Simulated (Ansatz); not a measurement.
One change: `N[SiH](O)CCl` becomes `N[SiH2]CCl`.

Ansatz, PBE0-D4/def2-TZVP geometries, multiplicity 1. Each molecule was computed in one conformer, which needn't be the lowest.

```tsv
property	`N[SiH](O)CCl`
LUMO energy (PBE/def2-TZVPP) / eV	-0.83
HOMO–LUMO gap (PBE/def2-TZVPP) / eV	5.41
HOMO energy (B3LYP/def2-TZVPP) / eV	-7.47
size of the dipole moment (ωB97M-V/def2-TZVPP) / D	0.98
HOMO energy (PBE/def2-TZVPP) / eV	-6.24
LUMO energy (PBE0/def2-TZVPP) / eV	0.20
```

(1) Give the same properties after the change, and the shifts. (Best estimate.)

## Answers

(1) The calculation gave: 
```csv
property,`N[SiH2]CCl`,shift
LUMO energy (PBE/def2-TZVPP) / eV,-0.64,0.19
HOMO–LUMO gap (PBE/def2-TZVPP) / eV,5.42,0.01
HOMO energy (B3LYP/def2-TZVPP) / eV,-7.23,0.24
size of the dipole moment (ωB97M-V/def2-TZVPP) / D,1.61,0.63
HOMO energy (PBE/def2-TZVPP) / eV,-6.06,0.18
LUMO energy (PBE0/def2-TZVPP) / eV,0.34,0.14
```

With PBE0 the HOMO rises by 0.28 eV and the LUMO rises by 0.14 eV, so the gap narrows by about 0.14 eV. PBE moves the HOMO by 0.18 eV and ωB97M-V by 0.36 eV. Dipoles are sizes alone; their direction can turn.

B3LYP here is the variant with VWN-RPA as its local correlation; programs differ in this.
